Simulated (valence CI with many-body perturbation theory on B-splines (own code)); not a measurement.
Xe³⁹⁺ in brief

Method: valence CI with perturbative core correlation (CI+MBPT): five valence electrons over a frozen Dirac-Fock core [Ne], radial functions for each j: 9 s, 9 p, 8 d, 6 f, 3 g, 1 h, with the one-electron correlation potential Σ1 (screened to all orders), the two-electron term Σ2, the three-electron term Σ3, Breit, model QED; selected single and double excitations, second order for the rest (own B-spline code, finite nucleus).

No measured spectrum was set against this ion. As an estimate, large intervals hold to a few tenths of a per cent, small ones and those within an open d or f shell to about a per cent. Among the levels kept, up to 530 cm⁻¹ of a level comes from second order outside the variational space, and about a tenth of that is noise between levels of different J, which matters for small intervals.

Levels are named by their leading jj configuration (3d3/2^4 stands for four electrons in 3d with j = 3/2), which in mixed levels can hold well under half, so a name can repeat and another be missing.

Rates and lifetimes use the calculated energies. Strong lines usually hold to 10 to 20 %, long lifetimes can be off by a factor of two.

(1) What is the ground level?

(2) Among levels below 2974100 cm⁻¹, which E1 lines absorb most strongly from the ground level?

(3) Name the longest-lived excited levels whose lifetime is computed, and their main decay.

(4) What are the static dipole polarisabilities of the lowest levels?

(5) Where does the other parity begin?

(6) What is the ionisation energy?

(7) How well does LS coupling describe the low levels?

Results:

(1) (3s^2 3p1/2^2 3p3/2) J=3/2, composition 44 % 3s2.3p3 2P° + 30 % 3s2.3p3 4S° + 25 % 3s2.3p3 2D°, g = 1.399.

(2) to (3s^2 3p1/2 3p3/2 3d3/2) J=3/2 at 4.875 nm, f = 0.276; to (3s^2 3p1/2 3p3/2 3d3/2) J=5/2 at 4.962 nm, f = 0.250; to (3s^2 3p1/2 3p3/2 3d3/2) J=1/2 at 4.879 nm, f = 0.0974.

(3) (3s^2 3p1/2 3p3/2^2) J=5/2 at 639310 cm⁻¹ lives 1.39 μs, mostly by M1 to (3s^2 3p1/2^2 3p3/2) J=3/2; (3s^2 3p1/2 3p3/2^2) J=1/2 at 720420 cm⁻¹ lives 335 ns, mostly by M1 to (3s^2 3p1/2^2 3p3/2) J=3/2; (3s^2 3p1/2 3p3/2^2) J=3/2 at 573440 cm⁻¹ lives 260 ns, mostly by M1 to (3s^2 3p1/2^2 3p3/2) J=3/2. The lifetime of (3s^2 3p1/2 3p3/2 3d5/2) J=9/2 is too uncertain to give, and may be longer.

(4) (3s^2 3p1/2^2 3p3/2) J=3/2 0.0127 (tensor 0.0010); (3s^2 3p1/2 3p3/2^2) J=3/2 0.0142 (tensor 0.00023) bohr³, of which the core gives 0.000189.

(5) At (3s^2 3p1/2^2 3d3/2) J=3/2, 1223200 cm⁻¹.

(6) 2812.9 eV; NIST lists 2811 ± 4 eV (theoretical).

(7) Among the lowest 20 levels the leading LS term, summed over configurations, holds 52 % on average. For single configurations the figures are 47 % in LS and 84 % in jj coupling. Terms mix most in the J = 3/2 level at 1801000 cm⁻¹, where the leading one holds 30 %.
